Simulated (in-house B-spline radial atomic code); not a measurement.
Excitations of Mn7+ by several methods

Full response, energies in eV; labels give the largest channel, * marks a mixed state, a dash one above the method's threshold, and an imaginary frequency an unstable closed-shell reference. Computed with a B-spline radial code for spherical atoms: linear response of the closed shell [Ne] 3s2 3p6 with each method's own kernel (bare exchange for TDHF, static screening on G0W0 levels for BSE, the adiabatic kernel for functionals); non-relativistic, point nucleus, no spin-orbit coupling, no double excitations, S, P, D and F terms only. Only terms of natural parity with L up to 3 were computed.

| method | 3p → 3d 3P | 3p → 3d 3F | 3p → 3d 1F | α (bohr³) |
| --- | --- | --- | --- | --- |
| TDHF | ? | ? | ? | ? |
| BSE on G0W0@HF | 46.17 | 47.66 | 52.12 | 0.6294 |
| LDA VWN5 | 46.36 | 47.52 | 51.27 | 0.6334 |
| PBE | 46.29 | 46.78 | 51.22 | 0.6321 |
| PBE0 | 46.17 | 46.90 | 51.48 | 0.6318 |
| B3LYP (VWN-RPA) | 46.03 | 46.75 | 51.01 | 0.633 |
| CAM-B3LYP | 46.02 | 46.77 | 51.03 | 0.6333 |
| LC-wPBE | 46.40 | 46.95 | 51.37 | 0.6317 |
| wB97X | 46.57 | 47.42 | 51.38 | 0.6293 |
| HSE06 | 46.22 | 46.94 | 51.50 | 0.6318 |
| BHandHLYP | 45.80 | 46.75 | 51.25 | 0.6332 |
| BLYP | ? | ? | ? | ? |
| PBEsol | 46.28 | 47.06 | 51.33 | 0.6325 |
| BP86 | 46.38 | 46.76 | 51.11 | 0.6314 |
| LDA exchange-only | 45.78 | 47.12 | 51.29 | 0.6358 |
| B97-1 | 46.28 | 47.03 | 51.07 | 0.632 |
| RPBE | 46.31 | 46.76 | 51.22 | 0.6319 |
| OLYP | 46.03 | 47.14 | 51.34 | 0.6298 |

Q: What does TDHF give?

A: 3p → 3d 3P: 45.33; 3p → 3d 3F: 46.67; 3p → 3d 1F: 51.62; α: 0.6336 (eV, bohr³).

Q: What does BLYP give?

A: 3p → 3d 3P: 46.05; 3p → 3d 3F: 46.51; 3p → 3d 1F: 50.75; α: 0.6332 (eV, bohr³).
